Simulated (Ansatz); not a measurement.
`N[SiH2][InH2]` + H₂Te → `N[SiH2][TeH]` + `[InH3]` at 700 K and 1 bar (cleavage of the Si–In bond).

Program: Ansatz. Geometries: PBE0-D4/def2-TZVP. ΔE: electronic, gas phase. CCSD(T)/CBS adds triple-zeta CCSD(T) − MP2 to the extrapolated MP2 energy (def2 sets, frozen cores). def2 core potentials past Kr. For In, Te outer-core shells are correlated without core-valence functions, which leaves a few kJ/mol of doubt a bond. Each species was taken in one conformer, which may not be the lowest.

| species | CCSD(T)/CBS energy (Eh) | H − E (kJ/mol) | S (J/(mol·K)) |
| --- | --- | --- | --- |
| `N[SiH2][InH2]` | -537.19857 | 216.9 | 459.4 |
| H₂Te | -268.91024 | 57.2 | 261.6 |
| `N[SiH2][TeH]` | -614.55865 | 196.4 | 427.7 |
| `[InH3]` | -191.56739 | 77.3 | 275.7 |

H − E and S are ideal-gas, rigid-rotor, harmonic terms from PBE0-D4/def2-TZVP, for one conformer and one mirror image of each species. 1 Eh = 2625.50 kJ/mol, R = 8.31446 J/(mol·K).

**Question.** By hand: ΔE, ΔH, ΔS and ΔG.

**Answer.** ΔE = (-614.55865) + (-191.56739) − (-537.19857) − (-268.91024) = -0.01723 Eh = -45.2 kJ/mol. Δ(H − E) = 196.4 + 77.3 − 216.9 − 57.2 = -0.4, so ΔH = -45.6 kJ/mol. ΔS = 427.7 + 275.7 − 459.4 − 261.6 = -17.6 J/(mol·K). ΔG = -45.6 − 700 × (-17.6)/1000 = -33.3 kJ/mol.

**Question.** By hand: the equilibrium constant, and the temperature at which ΔG would vanish if ΔH and ΔS stayed fixed.

**Answer.** log₁₀ K = −ΔG/(RT ln 10) = 2.5. ΔG = 0 at ΔH/ΔS = 2591 K, far beyond where these terms or the molecules hold.

ΔH outweighs TΔS. A doubt of 5 kJ/mol in ΔE shifts log₁₀ K by 0.4 here. Other conformers and mirror images would add mixing entropy, several J/(mol·K) or more a flexible species. These are equilibria of isolated gas molecules and say nothing of rates. Largest T1 diagnostic: 0.014 (customary marks: 0.02 for closed shells, 0.045 for open ones).
